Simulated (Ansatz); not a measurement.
Species: GaOFH2, charge 0, singlet. GaOFH2 (SMILES [OH][GaH][F]).
B3LYP-D3(BJ)/def2-TZVP minimum from Ansatz (a program for electronic structure):
```xyz
5

Ga    -0.1788    -0.2724     0.0962
H     -0.9357    -1.5236     0.5723
F      1.4419     0.1016     0.6934
O     -0.7909     0.9263    -1.0691
H     -0.1706     1.6430    -1.2428
```

Total energies in cc-pVTZ, 18 correlated electrons, 16 frozen orbitals. UHF or UKS for unpaired electrons; spin-orbit terms are left out. Cores are frozen in correlated methods (noble-gas shells, and filled d and f shells in the p block). No relativity.

| method | program | energy (Eh) | minus CCSDT(Q) (mEh) |
|---|---|---|---|
| HF | Ansatz | -2098.89416 | 608.38 |
| MP2 | Ansatz | -2099.47747 | 25.06 |
| CCSD | Ansatz | -2099.48272 | 19.82 |
| CCSD(T) | Ansatz | -2099.50138 | 1.16 |
| CCSDT(Q) | Ansatz | -2099.50253 | 0.00 |

Rough core times of Ansatz's runs on a shared machine: CCSD(T) under 20 s, CCSDT(Q) 50 min.
